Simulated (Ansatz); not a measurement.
Stepwise reaction of `F[Si](F)(Br)Br` with hydrogen, as a gas-phase model of exchange steps in deposition or etching. ΔE in kJ/mol; ΔG adds harmonic PBE0-D4 terms to CCSD(T)/CBS, at 1 bar.

Gas-phase electronic energies from Ansatz, PBE0-D4/def2-TZVP geometries. CCSD(T)/CBS adds triple-zeta CCSD(T) − MP2 to the extrapolated MP2 energy (def2 sets, frozen cores). This one scheme is used for every species. Functionals use def2-TZVPP. B3LYP here is the variant with VWN-RPA as its local correlation; programs differ in this. For Br outer-core shells are correlated without core-valence functions, which leaves a few kJ/mol of doubt a bond. Scalar relativity is left out up to krypton.

```tsv
step	reaction	PBE-D4	B3LYP-D4	ωB97M-V	CCSD(T)/CBS	ΔG(600 K)
1	`F[Si](F)(Br)Br` + H₂ → `F[SiH](F)Br` + HBr	68.1	63.6	65.7	66.4	53.5
2	`F[SiH](F)Br` + H₂ → `F[SiH2]F` + HBr	81.0	75.9	78.9	79.0	73.4
```

Q: By hand: ΔE of the 2 steps together at CCSD(T)/CBS.

A: (66.4) + (79.0) = 145.4 kJ/mol, or 72.7 kJ/mol a step.

In ΔE each step is higher than the one before. All are uphill at CCSD(T)/CBS. ΔG lies between 53.5 and 73.4 kJ/mol a step. PBE-D4 differs from CCSD(T)/CBS by 1.7 to 2.0 kJ/mol a step. Isolated molecules leave out the surface, adducts and barriers. Largest T1 diagnostic: 0.012.
